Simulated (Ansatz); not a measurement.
Ansatz (an electronic-structure program) input (r2SCAN/def2-TZVP):

Ansatz 0.2 input:
```yaml
crystal:
  periodic: [false, false, false]
  atoms:
    - {symbol: Ga, position_ang: [0.03908312, 0.00901922, 0.02739589]}
    - {symbol: H, position_ang: [-0.34102489, -1.49850867, -0.35503713]}
    - {symbol: H, position_ang: [-0.87055175, 1.21891281, -0.49423555]}
basis:
  gaussian:
    orbitals: def2-TZVP
hamiltonian:
  xc: {name: r2SCAN}
magnetization: {spin_polarized: true, initial_magnetization: 1}
relax: {f_tol: 0.003, max_steps: 100}
```

End of the output:

```
reference -52408.41580789 eV, -1925.9737572400 hartree; 17, 16 occupied and 43, 44 virtual orbitals, 456 factors
relax step   2: F+E_penalty+E_count = -52408.41579524 eV  Δ(F+E_penalty+E_count) = -2.029e-3 eV  max|allowed force component| = 3.457e-2 eV/Å  Δτ_max = 0.0087 Å  (29 SCF iters, accepted)
these checks for a lower state are left out or cut short: starts, cluster_reference, orbital_swaps, neighbouring_geometries, increment
integrals: 0.01 GiB planned
456 factors; their error is unknown
mean field: 0.16 GiB planned
mean field -52408.41591429 eV, -1925.9737611500 hartree, gradient 1.5e-5 eV, S^2 0.753322; 0 other end points of the search recorded, 0 dependent functions left out
the calculation of the forces begins
reference -52408.41592695 eV, -1925.9737616151 hartree; 17, 16 occupied and 43, 44 virtual orbitals, 456 factors
relax step   3: F+E_penalty+E_count = -52408.41591429 eV  Δ(F+E_penalty+E_count) = -1.191e-4 eV  max|allowed force component| = 3.214e-3 eV/Å  Δτ_max = 0.0036 Å  (28 SCF iters, accepted)
these checks for a lower state are left out or cut short: starts, cluster_reference, orbital_swaps, neighbouring_geometries, increment
integrals: 0.01 GiB planned
456 factors; their error is unknown
mean field: 0.16 GiB planned
mean field evaluation 32: about -52408.4159 eV, gradient 2.5e-5 eV
mean field -52408.41591711 eV, -1925.9737612535 hartree, gradient 2.5e-5 eV, S^2 0.753324; 0 other end points of the search recorded, 0 dependent functions left out
the calculation of the forces begins
reference -52408.41592976 eV, -1925.9737617187 hartree; 17, 16 occupied and 43, 44 virtual orbitals, 456 factors
relax step   4: F+E_penalty+E_count = -52408.41591711 eV  Δ(F+E_penalty+E_count) = -2.818e-6 eV  max|allowed force component| = 7.348e-4 eV/Å  Δτ_max = 0.0008 Å  (23 SCF iters, accepted)
integrals: 0.01 GiB planned
456 factors; their error is unknown
mean field: 0.16 GiB planned
mean field -52408.41591711 eV, -1925.9737612535 hartree, gradient 2.5e-5 eV, S^2 0.753324; 1 other end points of the search recorded, 0 dependent functions left out
the calculation of the forces begins
reference -52408.41592976 eV, -1925.9737617187 hartree; 17, 16 occupied and 43, 44 virtual orbitals, 456 factors
Total energy: -52408.41592976 eV, -1925.9737617187 hartree
Atom 0 at     0.033422     0.007713     0.023428 Å, force    -0.000074    -0.000017    -0.000052 eV/Å
Atom 1 at    -0.340040    -1.488386    -0.353538 Å, force     0.000178    -0.000718     0.000063 eV/Å
Atom 2 at    -0.865876     1.210096    -0.491766 Å, force    -0.000105     0.000735    -0.000011 eV/Å
Dipole moment:     0.042266     0.009754     0.029627 e Å
```
